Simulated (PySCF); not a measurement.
C₂F₃N, singlet, geometry from GFN2-xTB. Base run: R2SCAN/6-31G** (PySCF).

Here is a job for PySCF.
```python
from pyscf import gto, scf, dft

mol = gto.Mole()
mol.atom = '''
    C    -0.00032390    0.00326018   -0.30776782
    C     0.00123066   -0.01238705    1.16936308
    F    -0.00806551    1.25382298   -0.77656620
    F     1.08144338   -0.60808570   -0.79743600
    F    -1.07587137   -0.62063930   -0.79529858
    N     0.00242871   -0.02444580    2.30773363
'''
mol.basis = '6-31g**'
mol.verbose = 4
mol.build()

mf = dft.RKS(mol)
mf.xc = 'r2scan'
mf.kernel()
```

Variants of this job, named by their change:

```tsv
change	ΔE vs base (µEh)	fitting functions	dipole (D)
base	0.0	-	1.37
auxbasis = cc-pvdz-jkfit	___	___	1.37
auxbasis = def2-tzvp-ri	___	___	1.37
auxbasis = cc-pvtz-ri	-433	486	1.37
auxbasis = autoaux	-141	685	1.37
auxbasis = cc-pvqz-jkfit	-57.2	636	1.37
auxbasis = cc-pvtz-jkfit	-104	474	1.37
auxbasis = def2-universal-jkfit	-115	458	1.37
auxbasis = even-tempered beta=1.6	-8.9	1088	1.37
auxbasis = even-tempered beta=3.0	___	___	___
```

Q: Some entries are withheld; supply them.

A: 
- auxbasis = cc-pvdz-jkfit, ΔE vs base (µEh): -226
- auxbasis = cc-pvdz-jkfit, fitting functions: 420
- auxbasis = def2-tzvp-ri, ΔE vs base (µEh): -363
- auxbasis = def2-tzvp-ri, fitting functions: 456
- auxbasis = even-tempered beta=3.0, ΔE vs base (µEh): -838
- auxbasis = even-tempered beta=3.0, fitting functions: 484
- auxbasis = even-tempered beta=3.0, dipole (D): 1.36

A fitting set is made for a task (jfit for Coulomb, jkfit for Coulomb and exchange, ri for correlation) and for a family of orbital bases.
